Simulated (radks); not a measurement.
Values are calculated unless marked as measured or tabulated.
Neutral molybdenum, configuration [Kr] 4d5 5s1 (the NIST ground configuration). Level of theory: Dirac Kohn-Sham, PBE, spin-unpolarised, spherical densities, point nucleus; open shells fill j = l - 1/2 first (a radial shooting solver on a logarithmic mesh with Libxc functionals).

Unscreened Slater integrals over Kohn-Sham orbitals (cm^-1). Large and small components are both included.

| integral | value |
|---|---|
| F0(4d5/2,4d5/2) | 100470 |
| F2(4d5/2,4d5/2) | 47810 |
| F4(4d5/2,4d5/2) | 30479 |
| F0(4d5/2,4d3/2) | 101240 |
| F2(4d5/2,4d3/2) | 48224 |
| G2(4d5/2,4d3/2) | 48210 |
| G4(4d5/2,4d3/2) | 30750 |
| F0(4d5/2,5s1/2) | 66163 |
| G2(4d5/2,5s1/2) | 15778 |
| F0(4d5/2,4p3/2) | 121240 |
| F2(4d5/2,4p3/2) | 55470 |
| G1(4d5/2,4p3/2) | 67338 |
| G3(4d5/2,4p3/2) | 40573 |
| F0(4d3/2,4d3/2) | 102030 |
| F2(4d3/2,4d3/2) | 48654 |
| F0(4d3/2,5s1/2) | 66374 |
| G2(4d3/2,5s1/2) | 15395 |
| F0(4d3/2,4p3/2) | 122500 |
| F2(4d3/2,4p3/2) | 56419 |
| G1(4d3/2,4p3/2) | 68793 |
| G3(4d3/2,4p3/2) | 41466 |
| F0(5s1/2,5s1/2) | 55120 |
| F0(5s1/2,4p3/2) | 70621 |
| G1(5s1/2,4p3/2) | 4130.5 |
| F0(4p3/2,4p3/2) | 158400 |
| F2(4p3/2,4p3/2) | 83005 |
